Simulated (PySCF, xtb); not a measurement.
B(SH)3 (BH3S3), SMILES SB(S)S.

GFN2-xTB run with xtb 6.7.1 at its own geometry gives an orbital gap of 4.00 eV and a dipole moment of 2.56 D.

Geometry optimised at PBE0-D3(BJ)/def2-SVP. The values are those of a single conformer.

**Question.** What does M06-2X/def2-TZVP in PySCF give? (Estimate from the structure and the level; the computed values follow.)

**Answer.** gap 8.74 eV (levels -8.67 and 0.06 eV), dipole 1.66 D.
